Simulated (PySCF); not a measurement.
Species: C5H8F2O2.
SMILES with atom numbers: `[CH3:1][C@:2]1([O:3][CH:4]([F:5])[F:6])[CH2:7][CH2:8][O:9]1`

NICS is the negative of the GIAO shielding at a point without a nucleus: at the ring centre (0) and 1 Å above and below it (1); zz is the component along the ring normal. Level: GIAO PBE0/pcSseg-1 (PySCF, non-relativistic, gas phase) on the GFN2-xTB geometry, one conformer.

Ring bond lengths (Å), with Mayer bond orders in brackets: C2–C7 1.534 (1.01), C7–C8 1.531 (1.05), C8–O9 1.436 (0.91), O9–C2 1.420 (0.96).

**Question.** Give the NICS values of each ring in ppm.

**Answer.** 
```csv
ring,type,NICS(0),"NICS(1), two faces","NICS(1)zz, two faces",rms pucker (Å),"centre to ring atoms, mean (Å)"
C2–C7–C8–O9,4-membered ring with O; formal bonds all single,-0.8,0.2 / 1.4,2.1 / 4.6,0.01,1.05
```

**Question.** What can be read from them?

**Answer.** 
- C2–C7–C8–O9: mean NICS(1)zz 3.3 ppm, deshielded. C2, C7, C8 have four or more neighbours; no verdict on aromaticity is drawn.

**Question.** Give the inner angles of the rings and the Hirshfeld charges of the ring atoms.

**Answer.** 
- C2–C7–C8–O9: C2 91.7° (+0.162 e), C7 84.6° (-0.082 e), C8 91.2° (+0.010 e), O9 92.4° (-0.157 e); sum 359.9° against 360° for a flat convex ring.

**Question.** How shielded are the nuclei of the rings and their hydrogens (means over atoms taken as equivalent)?

**Answer.** 
```tsv
atoms	environment	σ isotropic (ppm)	principal values of the symmetric part, first atom (ppm)
C2	sp3 carbon bearing two oxygens	74.9	56.4, 80.4, 88.0
C7	four-membered-ring carbon	150.6	131.0, 139.8, 181.0
C8	sp3 carbon bound to oxygen	120.7	91.3, 100.5, 170.5
O9	cyclic ether oxygen	248.7	173.3, 237.7, 334.9
H on C7	methylene hydrogen	29.15	26.7, 27.4, 33.3
H on C7	methylene hydrogen	28.88	25.9, 27.6, 33.1
H on C8	methylene hydrogen	27.10	24.5, 24.6, 32.1
H on C8	methylene hydrogen	26.96	24.1, 24.5, 32.3
```

Conformer computed: `[CH3:1][C@:2]1([O:3][CH:4]([F:5])[F:6])[CH2:7][CH2:8][O:9]1`: C1–C2–O3–C4 76°, C2–O3–C4–F5 -94°.
